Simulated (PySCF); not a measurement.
## Polarisability and C₆ of Se (selenium, neutral)

[Ar] 3d10 4s2 4p3 5s1, high-spin 5S determinant (an excited configuration). Computed with PySCF 2.14 in aug-cc-pVTZ-PP with one added diffuse shell each of s, d, f type with ECP10MDF (7s5p5d3f, 68 functions), with scalar relativity through the core potential. Coupled (time-dependent) response in atomic units; α is the mean over directions.

| method | mean α (bohr³) | C₆ (like pair) | S(−4) |
| --- | --- | --- | --- |
| UHF | 468.1 | 8980 | 171300 |
| PBE | 412.5 | 7416 | 134900 |
| PBE0 | 456.2 | 8544 | 166500 |
| CAM-B3LYP | 378.3 | 6601 | 110900 |
| BP86 | 355.1 | 5952 | 100300 |

S(−4) is the Cauchy moment in α(ω) = α(0) + S(−4) ω² + …

α(iu) at PBE0:

```
u (hartree)  α(iu) (bohr³)
          0          456.2
     0.0500          242.0
      0.100          107.0
      0.200          40.59
      0.300          24.01
      0.500          12.72
      0.750          7.373
       1.00          4.812
       1.50          2.509
       2.00          1.545
       3.00         0.7658
       5.00         0.3089
```

A single London oscillator, α(iu) = α/(1 + u²/ω²), gives C₆ = (3/4) ω α². Matching the computed C₆ needs ω = 4 × 8544 / (3 × 456.2²) = 0.0547 hartree.

Energies and moments cover only the electrons outside the core potential. The outer electron is Rydberg-like, and this basis confines it to a smaller radius and binds it less than a complete one would.
